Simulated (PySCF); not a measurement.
Compound: In(NH3)F3.
Bonds: In1–N2, In1–F6, In1–F7, In1–F8. Hydrogens: H3, H4, H5 on N2.

The closed-shell ground state was solved at several levels (PySCF, density fitting, gas phase). Isolated species at its PBE0-D3(BJ)/def2-SVP geometry, gas phase. Atoms past krypton carry effective core potentials; spin–orbit coupling is left out.

```
                          level  basis functions  HOMO (eV)  LUMO (eV)  gap (eV)  dipole (D)
                B3LYP/def2-SVPD              145      -9.93      -2.40      7.53        6.37
PBE0/pcSseg-1 (def2-TZVP on In)              133      -9.97      -1.76      8.21        6.35
```

What might KT2/pcSseg-1 (def2-TZVP on In) (133 basis functions) give for the same quantities?

HOMO -8.15 eV, LUMO -2.85 eV, gap 5.30 eV, dipole 6.23 D.

Over all these levels, which gives the widest orbital gap and which the narrowest?

PBE0/pcSseg-1 (def2-TZVP on In) (global hybrid, 25 % exact exchange) has the widest, 8.21 eV, and KT2/pcSseg-1 (def2-TZVP on In) (GGA) the narrowest, 5.30 eV. The two share the basis. From the narrowest to the widest the HOMO moves by -1.82 eV and the LUMO by +1.09 eV.

How far do the dipole and the HOMO energy spread over the levels?

The dipole runs from 6.23 to 6.37 D (mean 6.32 D) and the HOMO from -9.97 to -8.15 eV.
